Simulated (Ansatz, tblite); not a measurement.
Potential energy curve for AlH, singlet.

UKS-CAM-B3LYP = unrestricted CAM-B3LYP/cc-pVQZ (Ansatz, an electronic-structure program); FCI = Ansatz with full CI/cc-pVQZ, frozen core; GFN2-xTB, 300 K electronic temperature (tblite); UHF/cc-pVQZ (Ansatz); RKS-B3LYP = restricted B3LYP/cc-pVQZ run with Ansatz.

Energies are in kJ/mol, each relative to the lowest point of its own curve near equilibrium.

| R / Å | UKS-CAM-B3LYP | FCI | GFN2-xTB | UHF | RKS-B3LYP |
|---|---|---|---|---|---|
| 1.23 | 163.8 | 166.5 | [?] | 163.1 | 166.2 |
| 1.34 | 75.0 | 76.0 | 53.8 | 73.1 | 76.9 |
| 1.40 | 44.6 | 45.2 | 28.2 | 42.6 | 46.2 |
| 1.49 | 16.1 | 16.3 | 7.6 | 14.4 | 17.2 |
| 1.58 | 2.8 | 2.8 | 0.2 | 1.9 | 3.3 |
| 1.59 | 2.0 | 2.1 | 0.0 | 1.2 | 2.5 |
| 1.66 | 0.0 | 0.0 | 0.6 | 0.0 | 0.0 |
| 1.70 | 1.0 | 1.0 | 2.5 | [?] | 0.7 |
| 1.79 | 7.7 | 7.7 | 9.5 | 9.5 | 6.7 |
| 1.84 | 13.4 | 13.4 | 14.7 | 15.9 | 12.0 |
| 1.91 | 23.3 | 23.3 | 22.8 | 26.8 | 21.2 |
| 2.04 | 45.3 | 45.1 | 40.5 | 50.9 | 42.0 |
| 2.23 | 82.0 | 81.0 | 72.0 | 90.5 | 76.6 |
| 2.52 | 139.9 | 135.8 | 126.4 | 149.0 | 130.9 |
| 2.74 | 181.5 | 173.4 | 170.3 | 176.5 | 169.4 |
| 2.93 | 212.4 | 202.0 | 208.5 | 191.6 | 199.9 |
| 3.33 | 254.5 | 248.8 | 284.2 | 208.6 | 254.7 |
| 3.67 | 275.4 | 274.6 | 336.5 | [?] | 291.7 |
| 4.08 | 289.9 | 292.0 | [?] | 218.2 | 326.3 |
| 4.42 | 296.6 | 299.0 | — | 219.3 | 348.1 |
| 4.99 | 301.8 | 303.7 | — | 220.1 | [?] |
| 5.84 | 303.8 | 305.3 | — | 220.3 | 398.0 |
| 6.65 | 304.2 | 305.5 | — | 220.3 | [?] |

### Question
Fill in the missing entries.

### Answer

- 1.23, GFN2-xTB: 141.9
- 1.70, UHF: 1.5
- 3.67, UHF: 214.8
- 4.08, GFN2-xTB: 378.1
- 4.99, RKS-B3LYP: 374.5
- 6.65, RKS-B3LYP: 410.6

Dashes: no converged value, or the column stops at the first point that the program doubted or that broke a chosen test of continuity, which isn't proof of a fault.

The unrestricted determinant behind UKS-CAM-B3LYP is spin-contaminated at 2.93 to 6.65 Å (<S²> up to 1.0, against 0.00 for a pure singlet). The unrestricted determinant behind UHF is spin-contaminated at 1.23 to 1.91, 2.52 to 6.65 Å (<S²> up to 1.0, against 0.00 for a pure singlet). The restricted form behind RKS-B3LYP keeps the bonding electrons paired and can't separate into open-shell fragments.
